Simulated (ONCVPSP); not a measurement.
germanium (Ge), ONCV: configuration errors across variants

- Element: Ge (Z = 32)
- Generator: ONCVPSP 4.0.1
- Type: optimised norm-conserving Vanderbilt (ONCV)
- Functional: PBEsol
- Relativity: scalar-relativistic
- Frozen core: [Ar] 3d10
- Valence charge: 4
- Reference configuration: 4s2 4p1.5 (charge +0.5)
- Partial waves: 4s: rc 1.50 bohr, ncon 5, nbas 9, qcut 4.7 1/bohr, 2 projectors, debl 3.8 Ha; 4p: rc 2.30 bohr, ncon 4, nbas 9, qcut 3.4 1/bohr, 2 projectors, debl 3.5 Ha
- Local potential: polynomial inside 1.10 bohr (lpopt 5, dvloc0 0 Ha)
- Core correction: Teter function, fcfact 2.25, rcfact 1.2

All-electron excitation energies from the reference (eV): (1) 4s2 4p2 -2.805; (2) 4s2 4p1 4.648; (3) 4s2 4p0 20.098.

A true bound ghost makes a file unfit for plane-wave use even where its test errors are small: the radial tests pick states by their node count and pass the ghost by.

Errors AE − PS in meV (a dash: test not solved or not reliable):

```csv
change,(1),(2),(3),bound ghosts,GHOST(+) flags above zero
base,-0.4,-2.6,-32,s,"s, p"
"core correction Teter function, fcfact 1.5, rcfact 1.2",-0.6,-2.7,-33,s,"s, p"
"core correction Teter function, fcfact 2, rcfact 1.2",-0.5,-2.6,-32,s,"s, p"
"core correction Teter function, fcfact 3, rcfact 1.2",-0.3,-2.4,-30,s,"s, p"
"core correction Teter function, fcfact 3.8, rcfact 1.2",-0.2,-2.2,-29,s,"s, p"
"core correction Teter function, fcfact 5.1, rcfact 1.2",-0.1,-2.0,-28,s,"s, p"
"core correction Teter function, fcfact 6.3, rcfact 1.2",+0.1,-1.8,-27,s,"s, p"
"core correction Teter function, fcfact 6.8, rcfact 1.2",+0.1,-1.8,-27,s,"s, p"
"core correction Teter function, fcfact 7.7, rcfact 1.2",+0.2,-1.7,-27,s,"s, p"
```

(1) Give the same row for: core correction Teter function, fcfact 4.5, rcfact 1.2.

Results:

(1) -0.1, -2.1, -28; bound ghosts: s; GHOST(+) flags above zero: s, p.
